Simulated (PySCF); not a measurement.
**Dipole moment and polarisability of `CN([SiH3])[SiH2]C#N`**

Compound: C2H8N2Si2.
Cartesian coordinates in Å at the GFN2-xTB level; atoms count from 1:
```
atom  x, y, z in Å
C1     0.094    1.427   -0.177
N2    -0.260    0.035    0.040
Si3   -1.962   -0.279    0.246
Si4    0.940   -1.156   -0.320
C5     2.518   -0.522    0.461
N6     3.488   -0.133    0.929
H7    -0.498    2.069    0.475
H8    -0.091    1.731   -1.212
H9     1.149    1.592    0.044
H10   -2.418    0.585    1.337
H11   -2.075   -1.697    0.562
H12   -2.690    0.046   -0.987
H13    1.242   -1.296   -1.753
H14    0.563   -2.403    0.333
```

Level: PBE0/def2-SVPD (PySCF), static field, nuclei fixed, core orbitals frozen in the response. The polarisability tensor in these axes (au):

```
x   101.23   1.08   3.46
y     1.08  81.54   1.69
z     3.46   1.69  73.33
```

Task: Diagonalise the tensor; give its mean and Δα, where Δα² is half the sum of the squared differences of the eigenvalues.

Result: Principal values 72.64, 81.73 and 101.73 au; mean 85.37 au = 12.65 Å³ = 14.07 × 10⁻⁴⁰ C²·m²/J; Δα = 25.78 au (30 % of the mean).

Task: What is the dipole moment, and where does it point?

Result: (-3.31, -0.33, -1.51) D, 3.65 D in size, pointing from the negative to the positive side. Measured along this direction, the outermost atoms are N6 at the negative end and H12 at the positive end.

Task: Estimate the molar refractivity from the static electronic polarisability.

Result: Lorentz–Lorenz: R = (4π/3)N_A α = 2.5225 cm³/(mol·Å³) × 12.65 Å³ = 31.9 cm³/mol, in the limit of long wavelengths.

Task: Along which axes do the principal values lie, and how far do the nuclei extend along each?

Result: Largest value along (0.99, 0.06, 0.12), where the nuclei span 6.34 Å; middle along (-0.08, 0.98, 0.16), 4.51 Å; least along (-0.11, -0.17, 0.98), 3.11 Å. The response follows the extents in order.

Task: Orientational against electronic polarisability at 500 K (dilute gas, rigid molecules)?

Result: In Gaussian units μ²/3kT = 64.50 Å³ against 12.65 Å³, a ratio of 5.10; the Debye molar polarisation (4π/3)N_A(α + μ²/3kT) is 194.6 cm³/mol, leaving out the vibrational part.

The structure is a single GFN2-xTB conformer in the gas phase; no vibrational or solvent corrections.
